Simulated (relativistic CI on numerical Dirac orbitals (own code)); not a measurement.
**Re⁴⁺: computed level list**

These numbers are calculated, not measured: Dirac-Coulomb-Breit CI, orbitals from a KLI potential per configuration, a model potential for QED, valence Slater integrals scaled by 0.85, P86 correlation energy added to each configuration (own radial code, finite nucleus).

Configurations in the expansion (outside the closed core [Kr] 4d10 4f14): 5s²5p⁶5d³, 5s²5p⁶5d²6s, 5s²5p⁶5d²6p, 5s²5p⁶5d²5f, 5s²5p⁶5d²5g, 5s²5p⁶5d6s6p, 5s²5p⁶5d²7s, 5s²5p⁶5d²6d, 5s²5p⁵5d⁴, 5s²5p⁶5d²7p, 5s²5p⁶5d²7d, 5s²5p⁶5d²8s, 5s²5p⁶5d²6f, 5s²5p⁶5d²8p, 5s²5p⁶5d5f6s, 5s²5p⁶5d²8d, 5s²5p⁵5d³5f, 5s²5p⁶5d6p6d, 5s²5p⁶5d5f5g, 5s²5p⁵5d³6s, 5s²5p⁵5d³5g, 5s5p⁶5d⁴, 5s²5p⁶5d6s², 5s²5p⁶6s²6p, 5s²5p⁶5f6s², 5s²5p⁶5g6s², 5s²5p⁶6s²7s, 5s²5p⁶6s²6d, 5s²5p⁶5d5f², 5s²5p⁶5f²6s, 5s²5p⁶5f²6p, 5s²5p⁶5f³, 5s²5p⁶5f²5g, 5s²5p⁶5f²7s, 5s²5p⁶5f²6d, 5s²5p⁶5d6p², 5s²5p⁶6s6p², 5s²5p⁶6p³, 5s²5p⁶5f6p², 5s²5p⁶5g6p², 5s²5p⁶6p²7s, 5s²5p⁶6p²6d, 5s²5p⁶5d5g², 5s²5p⁶5g²6s, 5s²5p⁶5g²6p, 5s²5p⁶5f5g², 5s²5p⁶5g³, 5s²5p⁶5g²7s, 5s²5p⁶5g²6d, 5s²5p⁶5d6s6d, 5s²5p⁶6s6p6d, 5s²5p⁶5f6s6d, 5s²5p⁶5g6s6d, 5s²5p⁶6s6d7s, 5s²5p⁶6s6d², 5s²5p⁶5d5f6p, 5s²5p⁶5f6s6p, 5s²5p⁶5f5g6p, 5s²5p⁶5f6p7s, 5s²5p⁶5f6p6d, 5s²5p⁶5d5g6s, 5s²5p⁶5g6s6p, 5s²5p⁶5f5g6s, 5s²5p⁶5g6s7s. Double excitations out of closed p, d and f shells are left out; levels of such configurations are missing from the list, as are those of other unlisted configurations, and high levels can miss mixing partners. These lack a partner that the ground configuration has and come out too high: 5s²5p⁶5d²7p, 5s²5p⁶5d²7d, 5s²5p⁶5d²8s, 5s²5p⁶5d²6f, 5s²5p⁶5d²8p.

The lowest level is 5s²5p⁶5d³ ⁴F3/2, with 86 % of that term; Hund's rules for 5s²5p⁶5d³ give ⁴F with J = 3/2, in agreement.

| No. | Configuration | Term | J | E (cm⁻¹) | % | Next component (%) | jj configuration (%) |
| --- | --- | --- | --- | --- | --- | --- | --- |
| 1 | 5s²5p⁶5d³ | ⁴F | 3/2 | 0.0 | 86 | 11 ²D | 5d3/2^3 (67) |
| 2 | 5s²5p⁶5d³ | ⁴F | 5/2 | 4315.3 | 95 | 4 ²D | 5d3/2^2 5d5/2 (89) |
| 3 | 5s²5p⁶5d³ | ⁴F | 7/2 | 8156.0 | 89 | 9 ²G | 5d3/2 5d5/2^2 (51) |
| 4 | 5s²5p⁶5d³ | ⁴F | 9/2 | 11049.3 | 68 | 25 ²G | 5d3/2^2 5d5/2 (53) |
| 5 | 5s²5p⁶5d³ | ⁴P | 3/2 | 12399.3 | 47 | 34 ²P | 5d3/2^2 5d5/2 (75) |
| 6 | 5s²5p⁶5d³ | ⁴P | 1/2 | 14157.1 | 69 | 30 ²P | 5d3/2^2 5d5/2 (96) |
| 7 | 5s²5p⁶5d³ | ²G | 7/2 | 18076.1 | 87 | 10 ⁴F | 5d3/2 5d5/2^2 (63) |
| 8 | 5s²5p⁶5d³ | ²H | 9/2 | 18951.5 | 56 | 24 ⁴F | 5d3/2^2 5d5/2 (46) |
| 9 | 5s²5p⁶5d³ | ⁴P | 5/2 | 20124.4 | 91 | 7 ²D | 5d3/2 5d5/2^2 (62) |
| 10 | 5s²5p⁶5d³ | ²D | 3/2 | 22344.6 | 44 | 42 ⁴P | 5d3/2 5d5/2^2 (91) |
| 11 | 5s²5p⁶5d³ | ²P | 1/2 | 23033.5 | 68 | 30 ⁴P | 5d3/2 5d5/2^2 (95) |
| 12 | 5s²5p⁶5d³ | ²H | 11/2 | 25844.5 | 99 |  | 5d3/2 5d5/2^2 (99) |
| 13 | 5s²5p⁶5d³ | ²D | 5/2 | 27640.1 | 89 | 5 ⁴P | 5d3/2 5d5/2^2 (64) |
| 14 | 5s²5p⁶5d³ | ²G | 9/2 | 28661.4 | 55 | 37 ²H | 5d5/2^3 (73) |
| 15 | 5s²5p⁶5d³ | ²P | 3/2 | 31553.9 | 54 | 32 ²D | 5d5/2^3 (83) |
| 16 | 5s²5p⁶5d³ | ²F | 5/2 | 33540.0 | 87 | 9 ²D | 5d3/2 5d5/2^2 (48) |
| 17 | 5s²5p⁶5d³ | ²F | 7/2 | 33816.3 | 95 | 3 ²G | 5d3/2 5d5/2^2 (84) |
| 18 | 5s²5p⁶5d³ | ²D | 3/2 | 51264.7 | 98 |  | 5d3/2 5d5/2^2 (84) |
| 19 | 5s²5p⁶5d³ | ²D | 5/2 | 51575.1 | 88 | 8 ²F | 5d5/2^3 (59) |
| 20 | 5d²(3F)6s | ⁴F | 3/2 | 70907.8 | 93 | 6 ²D | 5d3/2^2 6s (87) |
| 21 | 5d²(3F)6s | ⁴F | 5/2 | 73393.0 | 84 | 8 ²F | 5d3/2^2 6s (68) |
| 22 | 5d²(3F)6s | ⁴F | 7/2 | 78621.6 | 96 | 4 ²F | 5d3/2 5d5/2 6s (93) |
| 23 | 5d²(3F)6s | ⁴F | 9/2 | 83714.8 | 93 | 6 ²G | 5d5/2^2 6s (57) |
| 24 | 5d²(3F)6s | ²F | 5/2 | 84666.6 | 57 | 17 ²D | 5d3/2 5d5/2 6s (69) |
| 25 | 5d²(3P)6s | ⁴P | 1/2 | 85404.1 | 93 | 5 ²S | 5d3/2^2 6s (65) |
| 26 | 5d²(3P)6s | ⁴P | 3/2 | 88145.5 | 88 | 11 ²D | 5d3/2 5d5/2 6s (97) |
| 27 | 5d²(3P)6s | ⁴P | 5/2 | 88774.0 | 54 | 27 ²F | 5d3/2 5d5/2 6s (97) |
| 28 | 5d²(3F)6s | ²F | 7/2 | 92411.5 | 69 | 27 ²G | 5d3/2 5d5/2 6s (76) |
| 29 | 5d²(1D)6s | ²D | 3/2 | 92460.9 | 67 | 16 ²P | 5d3/2 5d5/2 6s (67) |
| 30 | 5d²(1D)6s | ²D | 5/2 | 98128.0 | 57 | 36 ⁴P | 5d5/2^2 6s (97) |

Energies count from the lowest computed level. Percentages are summed over parent terms; the parents shown are those of the largest component, closed shells are left out there. Filled j subshells are mostly left out of the jj labels.

The mean weight of the leading LS term, summed over parents, in these 30 levels is 77 %, and that of the leading jj configuration (from the same eigenvectors) 75 %.

At this charge configurations can still be misplaced by up to about 7 % of their energy. Levels and lines within the n = 5 or 6 shells can be off by up to 10 % or somewhat more, and those that change n by about 2 %, since core polarisation is missing. 35 of the 69 excited levels that our extract of the measured tables holds in this range could be paired (the sources list more); they are missed by 3987 cm⁻¹ on average and 7401 at most, and levels without a partner can miss by more. Some levels of the ground configuration have no partner and can miss by 10 % or more.

LS names give the leading component of a level, which can be under half, so a name can repeat, a term be missing and a line seem to break the LS rules.
